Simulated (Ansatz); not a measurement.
`[Cl][GeH2][I]` + `[SiH3]B[SiH2][SiH3]` → `[SiH3][BH][GeH2][Cl]` + `[SiH3][SiH2]I`  (redistribution)

Gas-phase electronic energies from Ansatz, PBE0-D4/def2-TZVP geometries. CCSD(T)/CBS adds triple-zeta CCSD(T) − MP2 to the extrapolated MP2 energy (def2 sets, frozen cores). DFT in def2-TZVPP. B3LYP here is the variant with VWN-RPA as its local correlation; programs differ in this. Elements past krypton have def2 core potentials. For Ge, I outer-core shells are correlated without core-valence functions, which leaves a few kJ/mol of doubt a bond. Scalar relativity is left out up to krypton. One conformer a species, not always the lowest.

```json
{"level": "PBE-D4", "ΔE (kJ/mol)": "3.1", "difference from CCSD(T)/CBS": "14.6"}
{"level": "r2SCAN-D4", "ΔE (kJ/mol)": "-0.2", "difference from CCSD(T)/CBS": "11.3"}
{"level": "PBE0-D4", "ΔE (kJ/mol)": "-1.1", "difference from CCSD(T)/CBS": "10.4"}
{"level": "B3LYP-D4", "ΔE (kJ/mol)": "-1.5", "difference from CCSD(T)/CBS": "10.0"}
{"level": "ωB97X-V", "ΔE (kJ/mol)": "-7.3", "difference from CCSD(T)/CBS": "4.2"}
{"level": "ωB97M-V", "ΔE (kJ/mol)": "-6.6", "difference from CCSD(T)/CBS": "4.9"}
{"level": "B2PLYP", "ΔE (kJ/mol)": "-6.4", "difference from CCSD(T)/CBS": "5.1"}
{"level": "PBE", "ΔE (kJ/mol)": "0.9", "difference from CCSD(T)/CBS": "12.4"}
{"level": "r2SCAN", "ΔE (kJ/mol)": "-0.9", "difference from CCSD(T)/CBS": "10.6"}
{"level": "PBE0", "ΔE (kJ/mol)": "-3.1", "difference from CCSD(T)/CBS": "8.4"}
{"level": "B3LYP", "ΔE (kJ/mol)": "-4.9", "difference from CCSD(T)/CBS": "6.6"}
{"level": "HF/def2-TZVPP", "ΔE (kJ/mol)": "-15.1", "difference from CCSD(T)/CBS": "-3.6"}
{"level": "MP2/def2-TZVPP", "ΔE (kJ/mol)": "-9.6", "difference from CCSD(T)/CBS": "1.9"}
{"level": "SCS-MP2/def2-TZVPP", "ΔE (kJ/mol)": "-10.8", "difference from CCSD(T)/CBS": "0.7"}
{"level": "CCSD/def2-TZVPP", "ΔE (kJ/mol)": "-10.1", "difference from CCSD(T)/CBS": "1.4"}
{"level": "CCSD(T)/def2-TZVPP", "ΔE (kJ/mol)": "-7.7", "difference from CCSD(T)/CBS": "3.8"}
{"level": "HF/def2-QZVPP", "ΔE (kJ/mol)": "-14.5", "difference from CCSD(T)/CBS": "-3.0"}
{"level": "MP2/def2-QZVPP", "ΔE (kJ/mol)": "-11.6", "difference from CCSD(T)/CBS": "-0.1"}
{"level": "SCS-MP2/def2-QZVPP", "ΔE (kJ/mol)": "-12.7", "difference from CCSD(T)/CBS": "-1.2"}
{"level": "HF/CBS(def2)", "ΔE (kJ/mol)": "-14.4", "difference from CCSD(T)/CBS": "-2.9"}
{"level": "MP2/CBS(def2)", "ΔE (kJ/mol)": "-13.4", "difference from CCSD(T)/CBS": "-1.9"}
{"level": "CCSD/CBS(def2)", "ΔE (kJ/mol)": "-13.9", "difference from CCSD(T)/CBS": "-2.4"}
{"level": "CCSD(T)/CBS", "ΔE (kJ/mol)": "-11.5", "difference from CCSD(T)/CBS": "0"}
```

Largest T1 diagnostic among the species: 0.015.

From PBE to PBE0 (25 % exact exchange), in def2-TZVPP and without D4, ΔE moves by −4.0 kJ/mol. In def2-TZVPP, CCSD(T) changes the Hartree–Fock value by +7.5 kJ/mol (the triples alone add +2.4 kJ/mol) and MP2 by +5.6 kJ/mol. The D4 term adds +3.4 kJ/mol with B3LYP and +2.0 kJ/mol with PBE0; it sums over pairs of atoms, weighted by their polarisabilities, and B3LYP, whose exchange is more repulsive, gets the larger term.
